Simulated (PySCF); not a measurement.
C3H6O, SMILES C=C(C)O.

Coordinates come from a PBE0-D3(BJ)/def2-SVP optimisation. Other conformers were not sampled.

Two levels are set side by side: PBE/def2-TZVP (PySCF) and PBE0/def2-TZVP (PySCF). Same geometry, gas phase. Differences are taken from unrounded values.

| quantity | PBE |
|---|---|
| orbital gap (eV) | 5.21 |
| highest occupied level (eV) | -5.35 |
| lowest empty level (eV) | -0.13 |
| dipole moment (D) | 0.47 |
| mean polarisability (bohr³) | 43.2 |

Problem. These are the PBE values. What does PBE0 give? (The exact figures need the calculation; the answer reports its results.)

Solution. 
```csv
quantity,PBE0,PBE minus PBE0
orbital gap (eV),7.43,-2.22
highest occupied level (eV),-6.55,1.20
lowest empty level (eV),0.88,-1.02
dipole moment (D),0.50,-0.03
mean polarisability (bohr³),42.0,1.2
```

PBE's occupied levels lie high since its potential decays too fast outside the molecule; exact exchange lowers them and widens the gap. Differences between two approximate levels are no errors against the true value.

Rough cost on one machine, each run with all the roots and properties that it gave: PBE0 against PBE within a factor of 2.
